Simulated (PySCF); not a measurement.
# Ionisation energy along the 8-electron series

Calculated with PySCF 2.14 and a two-component X2C-1e Hamiltonian (Gaussian nucleus, no Breit or QED terms), each ion in its own even-tempered basis scaled to its charge; GMP2 freezes nothing and drops the highest virtual spinors. Values in eV. NIST values: (m) measured, (s) semi-empirical, (t) theoretical.

```csv
ion,configuration,GHF (spin-free),GMP2 (spin-free),GHF (screened spin-orbit),GMP2 (screened spin-orbit),NIST
Tl⁷³⁺,[He] 2s2 2p4,20418.1,20419.9,19859.5,19859.9,19840 ± 90 (t)
Bi⁷⁵⁺,[He] 2s2 2p4,21565.2,21567.1,20940.4,20940.9,20920 ± 100 (t)
```

(1) Fill in the row of Pb⁷⁴⁺.

## Answers

(1) configuration: [He] 2s2 2p4; GHF (spin-free): 20987.2; GMP2 (spin-free): 20989.0; GHF (screened spin-orbit): 20396.1; GMP2 (screened spin-orbit): 20396.6; NIST: 20380 ± 90 (t).
